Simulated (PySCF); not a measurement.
C₃H₅BO₂, SMILES O=CB(C=C)O. Heavy atoms are numbered as in [CH2:1]=[CH:2][B:3]([OH:4])[CH:5]=[O:6]. Hydrogens are named by the atom that carries them.

Coordinates come from a r2SCAN-D4/def2-SVP optimisation. The structure was generated by enumeration, and PubChem lists no compound with its InChIKey, so it may never have been made. Other conformers were not sampled.

Level of theory: r2SCAN/def2-TZVP (PySCF).

ESP charges are fitted to the potential on shells at 1.4 to 2.0 van der Waals radii. Atomic charges (e), one atom of each kind:

```json
[
 {"atom": "C1 (CH2)", "Mulliken": "-0.17", "ESP fit": "(withheld)"},
 {"atom": "C2 (CH)", "Mulliken": "-0.27", "ESP fit": "(withheld)"},
 {"atom": "B3", "Mulliken": "0.26", "ESP fit": "(withheld)"},
 {"atom": "O4 (OH)", "Mulliken": "-0.40", "ESP fit": "(withheld)"},
 {"atom": "C5 (CH)", "Mulliken": "0.13", "ESP fit": "0.36"},
 {"atom": "O6", "Mulliken": "-0.33", "ESP fit": "-0.43"},
 {"atom": "H on C1", "Mulliken": "0.14", "ESP fit": "0.16"},
 {"atom": "H on C2", "Mulliken": "0.10", "ESP fit": "0.12"},
 {"atom": "H on O4", "Mulliken": "0.34", "ESP fit": "0.38"},
 {"atom": "H on C5", "Mulliken": "0.06", "ESP fit": "(withheld)"}
]
```

Task: Complete the blanks. (An estimate is asked for; the answer gives what the named calculation found.)

Result: 
- C1 (CH2), ESP fit: -0.23
- C2 (CH), ESP fit: -0.27
- B3, ESP fit: 0.30
- O4 (OH), ESP fit: -0.52
- H on C5, ESP fit: -0.02

Computed Mayer and Wiberg (Löwdin basis) orders of the bonds:
```tsv
bond	Mayer	Wiberg
C1–C2	1.85	2.07
C2–B3	1.05	1.23
B3–O4	1.39	2.02
B3–C5	0.95	1.10
C5–O6	1.91	2.68
```
